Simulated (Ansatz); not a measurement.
`O[CH2][AlH][Cl]` + `[NH2][Zn][SH]` → `[NH2][Zn][AlH][Cl]` + `OCS`  (formal exchange of groups at the Al–C bond)

Program: Ansatz. Geometries: PBE0-D4/def2-TZVP. ΔE: electronic, gas phase. CCSD(T)/CBS is the MP2 limit (def2-TZVPP, def2-QZVPP) plus CCSD(T) − MP2 in def2-TZVPP, frozen cores. Functionals use def2-TZVPP. For Zn outer-core shells are correlated without core-valence functions, which leaves a few kJ/mol of doubt a bond. Scalar relativity is left out up to krypton. Each species was taken in one conformer, which may not be the lowest.

```tsv
level	ΔE (kJ/mol)
revPBE-D4	72.5
r2SCAN	83.6
```

Problem. What does CCSD(T)/CBS give? (Best estimate.)

Solution. Computed: +86.3 kJ/mol. The listed levels differ from it by -13.8, -2.7 kJ/mol.

Largest T1 diagnostic among the species: 0.015.

At CCSD(T), def2-SVP lies −14.8 kJ/mol from the extrapolated value and def2-TZVPP −4.5 kJ/mol. From PBE to PBE0 (25 % exact exchange), in def2-TZVPP and without D4, ΔE moves by +4.1 kJ/mol.
